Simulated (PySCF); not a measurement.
**Electron affinity of As by level of theory**

As⁻ [Ar] 3d10 4s2 4p4 (3P) → As [Ar] 3d10 4s2 4p3 (4S), as a difference of total energies. All numbers are calculated (PySCF 2.14, a scalar-relativistic core potential, in aug-cc-pwCVDZ-PP with ECP10MDF (6s5p4d1f, 48 functions)). Correlated levels: valence: 3s2 3p6 3d10 frozen; valence and next inner shell: nothing frozen outside the core potential. The calculations carry no spin-orbit coupling.

```csv
method,electron affinity (eV)
UHF,-0.338
LDA,1.029
PBE,0.816
PBE0,0.724
r2SCAN,0.773
TPSS,0.776
PW91,0.864
wB97M-V,0.734
r2SCAN0,0.721
MP2 (valence),0.259
SCS-MP2 (valence),0.288
MP2 (valence and next inner shell),0.255
SCS-MP2 (valence and next inner shell),0.279
```

The reference lies between the lowest fine-structure levels, while these numbers refer to the centres of the terms.

Errors of the correlated levels include the incompleteness of this basis and the frozen core.

A negative affinity means that the anion lies above the atom at that level of theory.

In the anion the highest occupied orbital energy is positive at LDA, PBE, PBE0, r2SCAN, TPSS, PW91, r2SCAN0, a self-interaction effect; the basis confines that electron, and the energy difference can still be sensible.

For comparison: 0.804 eV (measured; photodetachment measurements, as compiled on the Wikipedia data page of electron affinities).
